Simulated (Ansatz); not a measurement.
The same path of BClFH + H4Si (9 atoms, charge 0, multiplicity 1) was run twice with different band settings. Lost on the way: B1–Cl2, Si5–H9. Made: B1–Si5, Cl2–H9.

These are results of RKS PBE/6-31G* (Ansatz 0.2.0), not measurements.

Relaxed end points:

```xyz
9
Properties=species:S:1:pos:R:3
B 0.176 -1.056 0.199
Cl 0.383 -2.405 1.307
F 1.017 -0.030 0.267
H -0.709 -1.061 -0.609
Si -0.042 3.151 0.988
H 1.126 2.905 1.892
H 0.401 3.079 -0.441
H -0.613 4.509 1.265
H -1.096 2.115 1.239
```

```xyz
9
Properties=species:S:1:pos:R:3
B 0.303 0.501 -0.307
Cl -0.928 -0.542 2.317
F 1.480 -0.127 -0.217
H -0.591 -0.088 -0.872
Si 0.170 2.425 0.378
H 0.861 2.587 1.708
H 0.852 3.364 -0.582
H -1.250 2.888 0.538
H -0.254 0.199 3.144
```

Common settings: spring 5.0 eV/Å²; optimiser quadratic models (default); start path through a guess of the saddle point; force threshold 0.03 eV/Å; iteration limit 60; end points relaxed.

| run | movable images | climbing image |
| --- | --- | --- |
| 1 | 7 | yes |
| 2 | 3 | no |

Task: What does each run give, and how far can it be trusted?

Result: Run 1: converged after 57 iterations, highest image 1.814 eV above the first end. A vibrational analysis at the climbing image gives one clearly imaginary mode, 543i cm⁻¹: a first-order saddle point.
Run 2: converged after 42 iterations, highest image 1.426 eV above the first end. No image climbed, so the highest image needn't sit at the top of the path. So few images can step over the top or miss a turn of the path.
The orbitals stay closed-shell, which can raise the energy where a bond breaks towards radicals; this wasn't checked here.
